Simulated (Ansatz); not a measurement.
AlFGeH$_{4}$ (`[F][AlH][GeH3]`), relaxed with RKS PBE-D4/def2-SVP in Ansatz from a rough embedded geometry. The force threshold is 0.03 eV/Å; the program also tests the step.

Charge 0, multiplicity 1.

Start:

```xyz
7

F     1.770   -0.262    2.051
Al    0.341    0.424    1.293
Ge   -0.379   -0.411   -0.879
H     0.006    1.989    1.567
H     0.538    0.134   -1.992
H    -0.394   -1.968   -0.884
H    -1.883    0.094   -1.156
```

| step | energy (eV) | largest force (eV/Å) | largest move (Å) |
| --- | --- | --- | --- |
| 1 | -65872.0787 | 1.713 | 0.000 |
| 2 | -65872.2930 | 1.405 | 0.195 |
| 3 | -65872.3139 | 1.309 | 0.045 |
| 4 | -65872.3632 | 0.242 | 0.081 |
| 5 | -65872.3704 | 0.069 | 0.047 |
| 6 (rejected) | -65872.3683 | 0.147 | 0.061 |
| 7 | -65872.3715 | 0.007 | 0.025 |

End:

```xyz
7

F     1.604   -0.284    2.075
Al    0.463    0.590    1.196
Ge   -0.389   -0.416   -0.898
H     0.067    2.007    1.814
H     0.458    0.052   -2.116
H    -0.349   -1.968   -0.886
H    -1.854    0.019   -1.185
```

Hardware: 2 threads of a server CPU on a shared host. Wall time 10 s, peak host memory 0.12 GiB.
